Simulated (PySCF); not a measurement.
Curvature of the energy in the electron number along the 5p block, charge +2

Calculated with PySCF 2.14, in def2-SVP with the def2 core potential (28 electrons), ECP: one orbital is emptied in steps, and each cell gives the departure of E from the straight line at half an electron, in eV (from a cubic fit). The exact functional gives zero.

```json
{"species": "In²⁺", "orbital": "5s alpha", "LDA": "-1.09", "PBE": "-1.10", "r2SCAN": "-0.95", "PBE0": "-0.81", "BHandHLYP": "-0.57", "LC-wPBE": "-0.12", "wB97X": "-0.15", "UHF": "0.03"}
{"species": "Sn²⁺", "orbital": "5s beta", "LDA": "-1.16", "PBE": "-1.16", "r2SCAN": "-1.00", "PBE0": "-0.85", "BHandHLYP": "-0.59", "LC-wPBE": "-0.14", "wB97X": "-0.24", "UHF": "0.05"}
{"species": "Sb²⁺", "orbital": "5p alpha", "LDA": "-1.09", "PBE": "-1.05", "r2SCAN": "-0.98", "PBE0": "-0.77", "BHandHLYP": "-0.53", "LC-wPBE": "-0.11", "wB97X": "-0.23", "UHF": "0.07"}
{"species": "Te²⁺", "orbital": "5p alpha", "LDA": "-1.17", "PBE": "-1.13", "r2SCAN": "-1.05", "PBE0": "-0.82", "BHandHLYP": "-0.55", "LC-wPBE": "-0.14", "wB97X": "-0.24", "UHF": "0.09"}
{"species": "I²⁺", "orbital": "5p alpha", "LDA": "-1.24", "PBE": "-1.21", "r2SCAN": "-1.12", "PBE0": "-0.87", "BHandHLYP": "-0.57", "LC-wPBE": "-0.18", "wB97X": "-0.26", "UHF": "0.11"}
{"species": "Xe²⁺", "orbital": "5p beta", "LDA": "-1.23", "PBE": "-1.19", "r2SCAN": "-1.08", "PBE0": "-0.85", "BHandHLYP": "-0.57", "LC-wPBE": "-0.14", "wB97X": "-0.33", "UHF": "0.16"}
```

**Question.** How does the mean departure depend on the functional?

**Answer.** LDA -1.16 eV; PBE -1.14 eV; r2SCAN -1.03 eV; PBE0 -0.83 eV; BHandHLYP -0.56 eV; LC-wPBE -0.14 eV; wB97X -0.24 eV; UHF 0.08 eV. Semilocal functionals are convex (delocalisation error), Hartree-Fock is concave or straight, and exact exchange removes curvature roughly in proportion to its share, so among the functionals the range-separated hybrids usually come closest to zero.

No spin-orbit coupling is included.
